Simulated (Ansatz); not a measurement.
Isolated molecules relaxed with PBE0-D4/def2-TZVP in Ansatz; ΔE leaves out vibrations. CBS: MP2 limit from def2 TZ/QZ plus the TZ coupled-cluster correction, frozen cores. This one scheme is used for every species. DFT in def2-TZVPP. B3LYP here is the variant with VWN-RPA as its local correlation; programs differ in this. Each species was taken in one conformer, which may not be the lowest.

Reaction (formal exchange of groups at the Si–B bond): `B[Si](O)(F)[SiH3]` + `FCCl` → `O[Si](F)(F)[SiH3]` + `BCCl`

**Question.** Is it downhill or uphill in electronic energy at CCSD(T)/CBS, and by how much? (An estimate is asked.)

**Answer.** Ansatz gave: Downhill: ΔE = -2.91 eV.

**Question.** What do these levels give: B2PLYP, PBE0, B3LYP, CCSD(T)/def2-TZVPP, HF/def2-QZVPP, CCSD/CBS(def2)? (An estimate is asked.)

**Answer.** Computed: B2PLYP -2.89, PBE0 -2.73, B3LYP -2.80, CCSD(T)/def2-TZVPP -2.86, HF/def2-QZVPP -2.99, CCSD/CBS(def2) -2.94 eV.

Largest T1 diagnostic among the species: 0.013.

From PBE to PBE0 (25 % exact exchange), in def2-TZVPP and without D4, ΔE moves by −0.12 eV.
